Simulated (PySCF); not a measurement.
Consider `C=C[SiH2]N` (C2H7NSi). Atom numbers as in the mapped SMILES `[CH2:1]=[CH:2][SiH2:3][NH2:4]`.

Level of theory: B3LYP-D3(BJ)/ma-def2-TZVP single points in PySCF, grid level 2; every species was optimised with PBE0-D3(BJ)/ma-def2-SVP. The prefix ma- adds one diffuse s and one diffuse p function on all atoms but H. Thermal corrections: PBE0-D3(BJ)/ma-def2-SVP frequencies, unscaled, ideal gas at 298.15 K and 1 bar, quasi-RRHO entropy.

(1) What are the vertical and the adiabatic ionisation energy for forming the radical cation?

(2) Where does the unpaired spin of the relaxed radical cation sit?

(3) How far is −ε(HOMO) from the vertical value by ΔSCF?

Answers

(1) 9.35 eV vertical and 8.85 eV adiabatic, the latter with zero-point energy.

(2) N4 (nitrogen on the metalloid) 0.65, C1 (alkene carbon) 0.23, C2 (alkene carbon) 0.17 (intrinsic atomic orbital populations).

(3) −ε(HOMO) = 7.05 eV, which is 2.30 eV below the ΔSCF value.

---

Consider `CC(C)(C)CC=[O+]` ([C6H12O]+•, doublet). Numbering: `[CH3:1][C:2]([CH3:3])([CH3:4])[CH2:5][CH:6]=[O+:7]`

Energies: B3LYP-D3(BJ)/ma-def2-SVP (PySCF, density fitting, integration grid level 2) on GFN2-xTB structures. Zero-point and thermal terms (298.15 K, 1 bar) come from unscaled GFN2-xTB harmonic frequencies, with soft modes damped to free rotors in the entropy.

Problem. What are the vertical and the adiabatic recombination energy for forming the singlet neutral?

Solution. 9.04 eV vertical and 9.32 eV adiabatic, the latter with zero-point energy.

Note: ma-def2-SVP is a small basis, whose errors can reach tens of kJ/mol.

---

Consider `CCC(F)=P` (C3H6FP). Non-hydrogen atoms are numbered in `[CH3:1][CH2:2][C:3]([F:4])=[PH:5]`.

These are calculated values, ωB97X-D3(BJ)/ma-def2-TZVP in PySCF (grid level 2) at geometries from PBE0-D3(BJ)/def2-SVP. Zero-point and thermal terms (298.15 K, 1 bar) come from unscaled GFN2-xTB harmonic frequencies, with soft modes damped to free rotors in the entropy. These were taken at the GFN2-xTB minima.

Problem. What are the vertical and the adiabatic ionisation energy for forming the radical cation?

Solution. 9.28 eV vertical and 8.94 eV adiabatic, the latter with zero-point energy.

Problem. Where does the unpaired spin of the relaxed radical cation sit?

Solution. P5 (phosphorus) 0.74, C3 (carbon) 0.17 (intrinsic atomic orbital populations).

Problem. How far is −ε(HOMO) from the vertical value by ΔSCF?

Solution. −ε(HOMO) = 9.37 eV, which is 0.08 eV above the ΔSCF value.

Differences come from unrounded values, so a last digit can differ from that of the printed terms.
